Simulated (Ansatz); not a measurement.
Ansatz (a quantum-chemistry and plane-wave program) input (CCSD(T)/def2-TZVPPD):
A basis named .json is the Basis Set Exchange file of that set.

Ansatz 0.2 input:
```yaml
crystal:
  periodic: [false, false, false]
  atoms:
    - {symbol: Re, position_ang: [-0.00000000, -0.00000000, -0.19736517]}
    - {symbol: F, position_ang: [0.00000000, 0.00000000, 1.64470974]}
basis:
  gaussian:
    orbitals: def2-TZVPPD.json
total_charge: 1
magnetization: {spin_polarized: true, initial_magnetization: 3}
correlation: {method: ccsd_t, electrons: outside_noble_gas}
```

End of the output:

```
determinant -4807.52931860 eV, -176.6734437980 hartree, with singles and doubles -4818.08766015 eV, -177.0614556935 hartree
determinant -4806.52007894 eV, -176.6363549247 hartree, with singles and doubles -4817.39217172 eV, -177.0358969650 hartree
5 core orbitals not correlated
reference -4808.65945628 eV, -176.7149755920 hartree; 8, 5 occupied and 86, 89 virtual orbitals, 646 factors
second order -10.10166590 eV of doubles, -0.00000000 eV of singles
coupled cluster: 0.47 GiB planned
cycle   1  -10.71663740 eV  change    5.1e-7 eV  update   6.4e-6
cycle   2  -10.71663527 eV  change    2.1e-6 eV  update   5.4e-6
cycle   3  -10.71663031 eV  change    5.0e-6 eV  update   4.3e-6
cycle   4  -10.71662825 eV  change    2.1e-6 eV  update   2.0e-6
coupled cluster: 0.48 GiB planned
perturbative correction -0.90330727 eV, -0.0331959300 hartree
WARN: the results are in doubt because among natural orbitals the method converges to other amplitudes
Total energy: -4820.27939181 eV, -177.1420003461 hartree
In doubt: among natural orbitals the method converges to other amplitudes
```

This state (charge 1, quartet) is run at the relaxed geometry of the species with charge 0 and multiplicity 3.

The program attaches cautions to this result: other amplitudes.

The determinant is spin-contaminated: <S^2> is 4.72 against 3.75 for a pure state.
